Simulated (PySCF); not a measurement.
## Nonlinear optical response: `ClC1=CC=CC12C=CC=C2`, C₉H₇Cl

Geometry:
| atom | x (Å) | y (Å) | z (Å) |
| --- | --- | --- | --- |
| Cl1 | -0.364 | -2.440 | 1.238 |
| C2 | 0.606 | -1.134 | 0.735 |
| C3 | 1.925 | -0.965 | 0.916 |
| C4 | 2.309 | 0.296 | 0.316 |
| C5 | 1.238 | 0.889 | -0.224 |
| C6 | 0.018 | 0.035 | -0.015 |
| C7 | -1.090 | 0.730 | 0.732 |
| C8 | -2.203 | 0.726 | -0.007 |
| C9 | -1.943 | 0.053 | -1.266 |
| C10 | -0.671 | -0.356 | -1.297 |
| H11 | 2.594 | -1.638 | 1.417 |
| H12 | 3.316 | 0.672 | 0.320 |
| H13 | 1.187 | 1.829 | -0.741 |
| H14 | -0.938 | 1.140 | 1.713 |
| H15 | -3.155 | 1.145 | 0.266 |
| H16 | -2.680 | -0.085 | -2.037 |
| H17 | -0.156 | -0.886 | -2.076 |

Theory: quadratic response CAM-B3LYP/def2-SVPD first hyperpolarisability, Taylor convention, gas phase in PySCF. Geometry: GFN2-xTB.

**Question.** What is the first hyperpolarisability, and how does it disperse?

**Answer.** In au, Taylor convention; the vector part is βᵢ = ⅓ Σⱼ (βᵢⱼⱼ + βⱼᵢⱼ + βⱼⱼᵢ); β∥ is 3/5 of the vector part along the dipole, the dipole points from − to +:
| process | λ (nm) | β vector norm | β∥ | β HRS | depolarisation ratio |
| --- | --- | --- | --- | --- | --- |
| static β(0;0,0) | ∞ | 92.3 | -52.1 | 35.4 | 6.84 |
| second harmonic β(−2ω;ω,ω) | 1064 | 121.3 | -69.6 | 45.8 | 7.47 |
| Pockels β(−ω;ω,0) | 1064 | 100.5 | -57.1 | – | – |
| second harmonic β(−2ω;ω,ω) | 800 | 157.0 | -91.2 | 59.0 | 7.64 |
| Pockels β(−ω;ω,0) | 800 | 107.8 | -61.4 | – | – |

**Question.** Which lowest excitations, dipole and polarisabilities go with it?

**Answer.** S1 4.37 eV (f = 0.046); S2 4.46 eV (f = 0.016); S3 5.42 eV (f = 0.077); dipole 1.37 D; isotropic α 108.4 au static, 109.6 au at 1064 nm, 110.6 au at 800 nm, 113.8 au at 532 nm, 119.4 au at 400 nm.
